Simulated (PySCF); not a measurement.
FH3LiN, neutral, multiplicity 1. Atoms are numbered in the order given.

```xyz
6

N      0.0000     0.0000    -1.7164
H      0.8147     0.4704    -2.0995
H      0.0000    -0.9408    -2.0995
H     -0.8147     0.4704    -2.0995
Li     0.0000     0.0000     0.3329
F      0.0000     0.0000     1.9238
```
Charge 0, spin multiplicity 1.

Geometry: B3LYP-D3(BJ)/def2-TZVP.

All values below come from TDA-PBE/def2-TZVPD run with PySCF 2.14.0.

Vertical excitations; the highest root listed may be one member of a degenerate set. Gas-phase values at a fixed geometry. State labels are in the subgroup Cs.

```tsv
state	symmetry	energy (eV)	λ (nm)	f	main pairs
S1	A'	3.70	335	0.003	HOMO−1→LUMO (degenerate set)
S2	A"	3.70	335	0.003	HOMO→LUMO (degenerate set)
S3	A'	3.99	311	0.001	HOMO−2→LUMO 100 %
S4	A"	5.42	229	0.000	HOMO−1→LUMO+1, HOMO→LUMO+2 (degenerate set)
S5	A'	5.42	229	0.000	HOMO−1→LUMO+2, HOMO→LUMO+1 (degenerate set)
S6	A"	5.43	228	0.000	HOMO→LUMO+2 50 %, HOMO−1→LUMO+1 50 %
S7	A'	5.57	223	0.005	HOMO→LUMO+1 47 %, HOMO−1→LUMO+2 47 %
S8	A"	5.71	217	0.001	HOMO−2→LUMO+1 (degenerate set)
S9	A'	5.71	217	0.001	HOMO−2→LUMO+2 (degenerate set)
S10	A"	5.76	215	0.046	HOMO→LUMO+3 99 %
T1	A'	3.69	336	0	HOMO−1→LUMO (degenerate set)
T2	A"	3.69	336	0	HOMO→LUMO (degenerate set)
T3	A'	3.97	313	0	HOMO−2→LUMO 100 %
T4	A'	5.32	233	0	HOMO−1→LUMO+2 49 %, HOMO→LUMO+1 49 %
```
Triplets are in the Tamm–Dancoff approximation.
